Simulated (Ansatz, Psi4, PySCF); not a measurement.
C$_{2}$H$_{5}$S, doublet, geometry from GFN2-xTB. Base run: CCSD(T)/6-31G* (PySCF).

Input for PySCF:
```python
from pyscf import gto, scf, cc

mol = gto.Mole()
mol.atom = '''
    C     0.00596101    1.31810472   -0.60732876
    S    -0.17114785    0.11511586    0.58372680
    C     0.22202030   -1.37363243   -0.38519703
    H     0.71061926    1.15790413   -1.39965789
    H    -0.22649668    2.31627681   -0.29702164
    H     0.13226791   -2.22530445    0.28055238
    H    -0.48349098   -1.45937936   -1.20603518
    H     1.23757816   -1.29818465   -0.76231178
'''
mol.basis = '6-31g*'
mol.spin = 1
mol.verbose = 4
mol.build()

mf = scf.UHF(mol)
mf.kernel()

mycc = cc.CCSD(mf)
mycc.kernel()
et = mycc.ccsd_t()
print('E(CCSD(T)) = %.10f' % (mycc.e_tot + et))
```

The same geometry, method and basis name were run in Ansatz (a first-principles code) and Psi4 and PySCF, at each program's defaults and at the settings that a row names. The base is PySCF at its defaults. Differences at the defaults can come from grids, fitting, cores and function types together.

| code and settings | ΔE vs base (mEh) | basis functions | E (Eh) | SCF cycles |
|---|---|---|---|---|
| PySCF, defaults (exact integrals, spherical functions, all electrons correlated) | 0.000 | 56 | -476.53068 | 13 |
| Psi4, defaults (exact integrals, Cartesian functions, all electrons correlated) | -14.039 | 59 | -476.54472 | 16 |
| Ansatz, defaults (factorised integrals, Cartesian functions, frozen core) | 5.485 | 59 | -476.52519 | - |
| PySCF, frozen core | 10.649 | 56 | -476.52003 | 13 |
| Psi4, exact integrals, spherical functions, frozen core | 10.649 | 56 | -476.52003 | 16 |
| Ansatz, high accuracy, frozen core, Cartesian functions as the basis file defines them | 5.480 | 59 | -476.52520 | - |

Open shells are given as the SCF converged; they aren't shown to be the lowest states, and a large step between rows can be another state.
